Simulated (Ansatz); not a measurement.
F5Ta, SMILES [F][Ta-]([F])([F])([F])[F] (connectivity only; charge and spin as stated), charge -1, multiplicity 2. Atoms are numbered in the order given.

```xyz
6

Ta    -0.0145     0.0257    -0.0012
F     -0.2973     0.1697     1.9189
F      0.0587     0.3046    -1.9256
F      1.8139    -0.5945    -0.2141
F     -0.9699     1.7112    -0.0308
F     -0.4608    -1.8457     0.2633
```
Charge -1, spin multiplicity 2.

The structure is a stationary point at PBE0-D3(BJ)/def2-SVPD. The multiplicity is an assumed one; other spin states were not compared. The def2 effective core potentials stand for the cores of Ta; spin–orbit coupling is left out.

Two levels are set side by side: PBE-D3(BJ)/def2-SVPD (Ansatz, a quantum-chemistry and plane-wave program) and PBE0-D3(BJ)/def2-SVPD (Ansatz). Each level has its own optimised geometry; the coordinates shown are those of the second. Differences are taken from unrounded values.

```
quantity              PBE0-D3(BJ)
--------------------  -----------
mean bond length (Å)        1.943
bond Ta1–F2 (Å)             1.946
bond Ta1–F3 (Å)             1.946
bond Ta1–F4 (Å)             1.942
bond Ta1–F5 (Å)             1.938
bond Ta1–F6 (Å)             1.942
```

**Question.** What does PBE-D3(BJ) give, and how far is it from PBE0-D3(BJ)? (Estimate from the structure and the level; the computed values follow.)

**Answer.** 
```
quantity              PBE-D3(BJ)  PBE-D3(BJ) minus PBE0-D3(BJ)
--------------------  ----------  ----------------------------
mean bond length (Å)       1.956                         0.013
bond Ta1–F2 (Å)            1.957                         0.011
bond Ta1–F3 (Å)            1.957                         0.011
bond Ta1–F4 (Å)            1.959                         0.016
bond Ta1–F5 (Å)            1.950                         0.013
bond Ta1–F6 (Å)            1.958                         0.016
```

Exact exchange shortens and stiffens bonds; PBE has none. Differences between two approximate levels are no errors against the true value.
